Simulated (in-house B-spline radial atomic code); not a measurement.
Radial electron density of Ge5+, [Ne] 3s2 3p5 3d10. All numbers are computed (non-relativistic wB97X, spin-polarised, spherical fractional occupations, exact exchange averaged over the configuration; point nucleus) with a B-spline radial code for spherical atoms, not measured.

Columns: r (bohr), 4πr²n(r) (electrons per bohr), bar.

```
 0.00213    1.119 #
 0.00254     1.55 ##
 0.00303    2.137 ##
 0.00361    2.923 ###
 0.00431    3.984 ####
 0.00513    5.356 #####
 0.00611    7.136 #######
 0.00729    9.421 #########
 0.00868    12.22 ############
  0.0103    15.52 ###############
  0.0123    19.49 ###################
  0.0147     23.9 #######################
  0.0175    28.38 ############################
  0.0209    32.69 ################################
  0.0249    36.17 ###################################
  0.0297    38.35 #####################################
  0.0353    38.79 ######################################
  0.0421    37.48 #####################################
  0.0502    34.94 ##################################
  0.0598    32.36 ################################
  0.0713     31.2 ##############################
   0.085    32.65 ################################
   0.101    36.62 ####################################
   0.121    41.81 #########################################
   0.144    45.02 ############################################
   0.171    44.07 ###########################################
   0.204    38.45 ######################################
   0.243    30.68 ##############################
    0.29    24.67 ########################
   0.346    23.25 #######################
   0.412    25.49 #########################
   0.491    27.78 ###########################
   0.585    26.82 ##########################
   0.697    21.95 #####################
   0.831    15.05 ###############
   0.991    8.668 ########
    1.18    4.215 ####
    1.41    1.643 ##
    1.68   0.5173 #
       2   0.1322 
    2.38  0.02561
```

On this grid the curve has 3 maxima, near 0.0353, 0.144, 0.491 bohr.

The 3d down radial function P(r) = rR(r), positive near the nucleus:

| r (bohr) | P |
| --- | --- |
| 0.0147 | 0.00125 |
| 0.0209 | 0.00337 |
| 0.0297 | 0.008846 |
| 0.0421 | 0.02228 |
| 0.0598 | 0.05381 |
| 0.085 | 0.1222 |
| 0.121 | 0.2559 |
| 0.171 | 0.4741 |
| 0.243 | 0.7734 |
| 0.346 | 1.066 |
| 0.491 | 1.2 |
| 0.697 | 1.072 |
| 0.991 | 0.7381 |
| 1.41 | 0.3642 |
| 2 | 0.113 |
